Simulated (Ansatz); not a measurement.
The same path of AlH7O2Si (11 atoms, charge 0, multiplicity 1) was run twice with different band settings. Lost on the way: O9–H11. Made: O2–H11.

These are results of RHF/6-31G* (Ansatz), not measurements.

Relaxed end points:

```xyz
11
Properties=species:S:1:pos:R:3
Al -0.068 0.186 0.315
O -0.672 -0.031 1.922
Si -1.500 -0.757 3.104
H -2.530 -1.678 2.577
H -0.606 -1.536 3.989
H -2.185 0.252 3.943
H 1.433 -0.277 0.035
H -1.136 0.159 -0.858
O 0.296 2.150 0.651
H 1.205 2.422 0.566
H 0.005 2.347 1.538
```

```xyz
11
Properties=species:S:1:pos:R:3
Al -0.052 0.547 0.175
O -0.343 0.268 2.137
Si -1.457 -0.622 3.054
H -1.666 -1.864 2.310
H -0.852 -0.867 4.369
H -2.696 0.149 3.200
H 1.064 -0.502 -0.277
H -1.540 0.361 -0.368
O 0.500 2.155 0.545
H 1.287 2.513 0.165
H -0.004 1.097 2.473
```

Common settings: spring 5.0 eV/Å²; optimiser quadratic models (default); start path through a guess of the saddle point; force threshold 0.03 eV/Å; iteration limit 60; end points relaxed.

| run | movable images | climbing image |
| --- | --- | --- |
| 1 | 5 | yes |
| 2 | 4 | no |

What does each run give, and how far can it be trusted?

Run 1: converged after 23 iterations, highest image 0.908 eV above the first end. A vibrational analysis at the climbing image gives one clearly imaginary mode, 1569i cm⁻¹: a first-order saddle point.
Run 2: converged after 26 iterations, highest image 0.472 eV above the first end. No image climbed, so the highest image needn't sit at the top of the path. A band with more images between the same ends climbed to 0.91 eV, so this one has probably stepped over the top.
The orbitals stay closed-shell, which can raise the energy where a bond breaks towards radicals; this wasn't checked here.
